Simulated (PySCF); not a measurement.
A structure optimised at B3LYP-D3(BJ)/def2-SVP, used in a PySCF frequency run:

```xyz
15

C      2.2124     0.9480     0.7839
Si     1.5213     0.0564    -0.7140
N      0.6013    -1.3378    -0.1671
C     -0.6178    -1.4801     0.1645
Si    -1.9787    -0.1335     0.1863
O     -1.2909     1.3853     0.2947
H      2.7462     0.2428     1.4397
H      2.9133     1.7439     0.4854
H      1.3845     1.3998     1.3520
H      2.6023    -0.4573    -1.5963
H      0.7103     1.0139    -1.5523
H     -0.9385    -2.4945     0.5038
H     -2.8176    -0.3188     1.3990
H     -2.8239    -0.2859    -1.0375
H     -0.8219     1.7111    -0.4848
```
Charge 0, spin multiplicity 1.

Task: Write its SMILES and formula.

Result: C[SiH2]/N=C\[SiH2]O, C₂H₉NOSi₂

Task: What are its rotational constants (standard atomic weights)?

Result: 3.5377, 1.4503, 1.1807 GHz
